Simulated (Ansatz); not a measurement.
A geometry relaxed with Ansatz (a first-principles code) with PBE0-D3(BJ)/def2-TZVP, charge 0, multiplicity 1:

```xyz
12

H      1.6726    -0.2218     1.1408
H     -1.3003    -1.1275    -0.8766
N      1.3311     0.4866     0.5021
H      2.1381     0.9869     0.1548
H      1.1129    -0.9548    -1.0809
C      0.5809    -0.1276    -0.5842
C     -0.7596    -0.6303    -0.0658
H     -1.9454     1.0137    -0.2032
H     -0.5738    -1.4014     0.6929
N     -1.6126     0.3861     0.5198
H     -1.0459     0.9501     1.1452
H      0.4021     0.6400    -1.3449
```

Write the SMILES of this molecule.

`NCCN`
